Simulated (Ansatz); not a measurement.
(1) Predict a relaxed structure of CuI2 (the lowest doublet isomer of a short search), charge 0, doublet, at PBE-D4/def2-TZVP (Ansatz).

## Answers

(1) 
| atom | x (Å) | y (Å) | z (Å) |
| --- | --- | --- | --- |
| Cu1 | 0.000 | 0.000 | 0.000 |
| I2 | -1.804 | -1.310 | 0.897 |
| I3 | 1.805 | 1.310 | -0.897 |
Point group D∞h (tolerance 0.1 Å). The metal has 2 neighbours: I 2.40 Å, I 2.40 Å. This is one stationary point.

In the def2 sets I takes a core potential; there is no spin–orbit coupling. An occupied level of the charge 0 doublet lies above an empty one (by up to 0.01 eV), so this SCF solution is probably not the lowest. The gap within one spin of the charge 0 doublet nearly closes, so an electron or hole may be smeared out by delocalisation error. The relaxation made no stability test and no search for a lower SCF solution. The structure comes from a short search, and lower isomers may exist.
